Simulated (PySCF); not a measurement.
## Static response to an electric field

Species: C5H10OSi.
Geometry (GFN2-xTB, Å), atoms numbered from 1 in this order:
```xyz
17
C5H10OSi angstrom
C      1.9443    0.5501   -0.7269
C      0.7362    0.1682    0.1276
C     -0.2286    1.3193    0.2150
C     -1.5056    1.2115    0.5465
O     -2.1495    0.0556    0.8370
Si    -1.5158   -1.4332    0.5877
C      0.0590   -1.0966   -0.4185
H      1.6271    0.7917   -1.7397
H      2.4542    1.4158   -0.3086
H      2.6513   -0.2756   -0.7760
H      1.0936   -0.0491    1.1446
H      0.1669    2.3026    0.0146
H     -2.1628    2.0695    0.6107
H     -2.5441   -2.1514   -0.1559
H     -1.2067   -2.0146    1.8944
H      0.7687   -1.9225   -0.3947
H     -0.1953   -0.9295   -1.4676
```

Level: CAM-B3LYP/def2-SVPD (PySCF), static field, nuclei fixed, core orbitals frozen in the response. The polarisability tensor in these axes (au):

```
x   94.80  6.60 -8.45
y    6.60 85.10 -2.04
z   -8.45 -2.04 71.67
```

Task: Diagonalise the tensor; give its mean and Δα, where Δα² is half the sum of the squared differences of the eigenvalues.

Result: Principal values 68.91, 82.03 and 100.63 au; mean 83.86 au = 12.43 Å³ = 13.83 × 10⁻⁴⁰ C²·m²/J; Δα = 27.60 au (33 % of the mean).

Task: What is the dipole moment, and where does it point?

Result: (1.20, -0.31, -0.48) D, 1.32 D in size, pointing from the negative to the positive side. Measured along this direction, the outermost atoms are H13 at the negative end and H10 at the positive end.

Task: Form Σ f/ω² (atomic units) for the 8 lowest TDDFT singlets, given as eV and f, and set it beside the mean polarisability, which is this sum over all singlets: 6.15, 0.0173; 6.43, 0.0943; 6.85, 0.0565; 7.17, 0.0705; 7.37, 0.0021; 7.53, 0.0090; 7.61, 0.0463; 7.64, 0.0072.

Result: They add up to 4.77 au, 5.7 % of the 83.86 au; the largest single term is 1.69 au, from the state at 6.43 eV. Terms in order: 0.34, 1.69, 0.89, 1.02, 0.03, 0.12, 0.59, 0.09 au. Higher excitations give the rest. The strengths listed sum to 0.303.

Task: What would n − 1 = 2πNα be for an ideal gas of these molecules at 500 K and 1 atm, electronic part alone?

Result: N = p/kT = 1.4678 × 10¹⁹ cm⁻³, so n − 1 = 2π × N × 12.43 × 10⁻²⁴ cm³ = 1146 × 10⁻⁶ at long wavelengths, for an ideal gas.

Task: Give the eigenvalues of the traceless quadrupole moment Θ = ½Σq(3rr − r²1), origin at the centre of nuclear charge.

Result: -3.09, -0.93, 4.03 D·Å. The values depend on the origin, since the dipole doesn't vanish. The electronic extent ⟨r²⟩ about the same centre is 946 bohr², a root-mean-square distance of 2.07 Å for the 62 electrons.

Task: Rayleigh depolarisation ratio (linearly polarised light, static tensor)?

Result: ρ = 3Δα²/(45ᾱ² + 4Δα²) = 2285.8/(316455 + 3047.7) = 0.00715.

Isolated species at its GFN2-xTB geometry (one conformer only).

These values come from a run that also computed excited states. Time: 93 s wall; peak memory 1.1 GiB. Hardware: one thread, Arm Neoverse N1 (aarch64), shared host with 64 logical CPUs at a one-minute load of 56.
